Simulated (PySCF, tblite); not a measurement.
Isomers of C9H12Si. All values are computed: GFN2-xTB (tblite) harmonic vibrations without scaling, gas phase. This tight-binding method is rough: wavenumbers can miss measured ones by several per cent, in bad cases by 10 to 20. Modes of hydrogen on silicon can be 10 to 20 % off. One conformer each.

Electronic energies: PBE0/pcSseg-1 single points on the GFN2-xTB geometries (PySCF, gas phase).

```tsv
SMILES	electronic energy, lowest = 0 (kcal/mol)
C=C(C)C#CC1=C[SiH2][C@@H]1C	62.8
C=C=C(C#C[SiH2]C)C1CC1	75.6
c1ccc(C2C[SiH2]C2)cc1	0.0
C=C=C(C#C[SiH2]C)CC=C	73.7
```

Problem. How do GFN2-xTB zero-point energies change the relative energies?

Solution. 
| SMILES | ZPE (kcal/mol) | of it from modes above 1550 cm⁻¹ | electronic (kcal/mol) | with ZPE, lowest = 0 (kcal/mol) | lowest mode (cm⁻¹) | rings |
| --- | --- | --- | --- | --- | --- | --- |
| c1ccc(C2C[SiH2]C2)cc1 | 110.5 | 54.4 | 0.0 | 0.0 | 49 | 2 |
| C=C(C)C#CC1=C[SiH2][C@@H]1C | 107.1 | 57.8 | 62.8 | 59.4 | 16 | 1 |
| C=C=C(C#C[SiH2]C)CC=C | 105.1 | 58.5 | 73.7 | 68.4 | 5 | 0 |
| C=C=C(C#C[SiH2]C)C1CC1 | 106.2 | 56.3 | 75.6 | 71.2 | 16 | 1 |

The zero-point energies span 5.4 kcal/mol, from `C=C=C(C#C[SiH2]C)CC=C` to `c1ccc(C2C[SiH2]C2)cc1`. The order is unchanged.

Problem. And how do the electronic energies of GFN2-xTB itself compare?

Solution. `c1ccc(C2C[SiH2]C2)cc1` 0.0; `C=C(C)C#CC1=C[SiH2][C@@H]1C` 63.5; `C=C=C(C#C[SiH2]C)CC=C` 82.4; `C=C=C(C#C[SiH2]C)C1CC1` 75.9 kcal/mol, lowest = 0. Against the energies above, taken from the same isomer `c1ccc(C2C[SiH2]C2)cc1`, the largest difference is 8.7 kcal/mol.
